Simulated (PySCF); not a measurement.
## How methods differ on the excitation energy of Kr⁺

Kr⁺ [Ar] 3d10 4s2 4p5 (2P) → Kr⁺ [Ar] 3d10 4s2 4p4 5s1 (4P), as a difference of total energies. All numbers are calculated (PySCF 2.14, a scalar-relativistic core potential, in aug-cc-pwCVDZ-PP with ECP10MDF (6s5p4d1f, 48 functions)). Correlated levels: valence: 3s2 3p6 3d10 frozen. The calculations carry no spin-orbit coupling.

```json
{"method": "UHF", "excitation energy (cm⁻¹)": "108250"}
{"method": "MP2 (valence)", "excitation energy (cm⁻¹)": "109960"}
{"method": "SCS-MP2 (valence)", "excitation energy (cm⁻¹)": "110730"}
{"method": "CCSD (valence)", "excitation energy (cm⁻¹)": "109500"}
{"method": "CCSD(T) (valence)", "excitation energy (cm⁻¹)": "109460"}
```

Errors of the correlated levels include the incompleteness of this basis and the frozen core.

For comparison: 112590 cm⁻¹ (measured; NIST levels, between the centres of gravity of the two terms).
